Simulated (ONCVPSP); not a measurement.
tungsten, ONCV: configuration errors across variants

W (Z = 74), optimised norm-conserving Vanderbilt (ONCV), made with ONCVPSP 4.0.1 (PBE, scalar-relativistic). Core [Kr] 4d10 4f14, reference 5s2 5p6 5d4 6s1 (charge +1). Waves: 5s+6s: rc 1.45 bohr, ncon 4, nbas 9, qcut 7.1 1/bohr, 3 projectors, debl 1.2 Ha; 5p: rc 1.45 bohr, ncon 4, nbas 7, qcut 7.8 1/bohr, 2 projectors, debl 1.7 Ha; 5d: rc 2.15 bohr, ncon 4, nbas 9, qcut 6.1 1/bohr, 1 projector. Local part: polynomial inside 1.10 bohr (lpopt 5, dvloc0 0 Ha). Core correction: Teter function, fcfact 4, rcfact 1.05.

In the p channel the program set the typed energies aside and used -1.864, 0.250 Ha.

All-electron excitation energies from the reference (eV): (1) 5s2 5p6 5d4 6s2 -8.883; (2) 5s2 5p6 5d4 6s0 15.680; (3) 5s2 5p6 5d3 6s0 41.062; (4) 5s2 5p6 5d3 6s2 -0.053.

Errors AE − PS in meV (a dash: test not solved or not reliable):

| change | (1) | (2) | (3) | (4) | bound ghosts | GHOST(+) flags above zero |
| --- | --- | --- | --- | --- | --- | --- |
| base | +4.6 | -0.6 | +0.5 | +3.5 | none | s, p |
| core correction Teter function, fcfact 4, rcfact 1.02 | +4.6 | -0.6 | +0.5 | +3.3 | none | s, p |
| core correction Teter function, fcfact 4, rcfact 1.16 | +4.5 | -0.7 | +0.4 | +3.5 | none | s, p |
| core correction Teter function, fcfact 4, rcfact 1.38 | +3.9 | -1.9 | -3.3 | 0.0 | none | s, p |
| core correction Teter function, fcfact 4, rcfact 1.44 | +3.5 | -2.7 | -6.9 | -2.0 | none | s, p |
| core correction Teter function, fcfact 4, rcfact 1.64 | +0.8 | -9.6 | -41 | -12 | none | s, p |
| core correction Teter function, fcfact 4, rcfact 1.96 | -16 | -55 | -219 | -32 | none | s, p |

**Question.** Give the same row for: core correction Teter function, fcfact 4, rcfact 1.8.

**Answer.** -4.7, -25, -107, -22; bound ghosts: none; GHOST(+) flags above zero: s, p.
